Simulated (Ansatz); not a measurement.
Species: sum formula SiCl3F, net charge 0, singlet state. 
Geometry from a B3LYP-D3(BJ)/def2-TZVP (Ansatz, a first-principles code) optimisation:
SMILES: F[Si](Cl)(Cl)Cl
```xyz
5

F     -0.0314     0.1450     1.8211
Si    -0.0042     0.0195     0.2456
Cl     1.8899    -0.4127    -0.3259
Cl    -0.6010     1.7864    -0.5439
Cl    -1.2687    -1.4665    -0.2965
```

Quantity: vertical ionisation energy (to the doublet state of charge +1; each state is the SCF solution reached for its spin; the molecule has degenerate orbitals, so one determinant may break the symmetry; for the doublet the Hartree-Fock reference is unstable and T1 is 0.014), in eV. Cores are frozen in the correlated levels unless marked. Open shells are spin-unrestricted. No spin-orbit coupling. Non-relativistic.  The program attaches cautions to a run behind CCSD/aug-cc-pV(T+d)Z: other roots.

```csv
level,program,vertical ionisation energy (eV)
HF/aug-cc-pV(Q+d)Z,Ansatz,11.70
r2SCAN/def2-TZVPD,Ansatz,11.47
PBE0/def2-TZVPD,Ansatz,11.74
BHLYP/def2-TZVPD,Ansatz,12.10
wB97X-V/def2-TZVPD,Ansatz,12.25
CCSD/aug-cc-pV(T+d)Z,Ansatz,12.36
```
